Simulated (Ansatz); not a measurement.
Program: Ansatz. Geometries: PBE0-D4/def2-TZVP. ΔE: electronic, gas phase. CBS: MP2 limit from def2 TZ/QZ plus the TZ coupled-cluster correction, frozen cores. Functionals use def2-TZVPP. One conformer a species, not always the lowest.

`C/C=C\BN` → `BNC(=C)C`  (isomerisation)

`C/C=C\BN`:

Z-matrix (Å, degrees):
```
C
C 1 1.489
H 1 1.095 2 110.4
H 1 1.089 2 112.4 3 -121.5
H 1 1.095 2 110.4 3 117.1
C 2 1.339 1 127.1 3 121.6
H 2 1.091 1 114.5 3 -58.4
B 6 1.548 2 126.7 1 -0.0
H 6 1.092 2 115.4 1 179.9
N 8 1.395 6 119.9 2 179.6
H 8 1.199 6 123.2 2 -0.4
H 10 1.005 8 123.2 6 -180.0
H 10 1.007 8 123.2 6 0.0
```

`BNC(=C)C`:

Cartesian coordinates in Å:
```
B -2.003 -0.043 0.284
N -0.728 -0.471 0.653
C 0.522 -0.143 0.112
C 1.638 -0.671 0.616
C 0.525 0.809 -1.034
H -2.930 -0.469 0.907
H -2.150 0.721 -0.621
H -0.654 -1.118 1.425
H 1.615 -1.363 1.451
H 2.605 -0.421 0.201
H 1.546 0.989 -1.366
H -0.055 0.416 -1.873
H 0.071 1.763 -0.754
```

```csv
level,ΔE (kcal/mol)
r2SCAN-D4,10.9
ωB97X-V,10.6
PBE,11.2
HF/def2-TZVPP,11.7
```

(1) What does CCSD(T)/CBS give? (Estimate.)

Largest T1 diagnostic among the species: 0.013.

Answers

(1) Ansatz gave: +11.3 kcal/mol. The listed levels differ from it by -0.4, -0.7, -0.1, 0.4 kcal/mol.

The D4 term adds −0.8 kcal/mol with B3LYP and −0.4 kcal/mol with PBE0; it sums over pairs of atoms, weighted by their polarisabilities, and B3LYP, whose exchange is more repulsive, gets the larger term.

B3LYP here is the variant with VWN-RPA as its local correlation; programs differ in this.
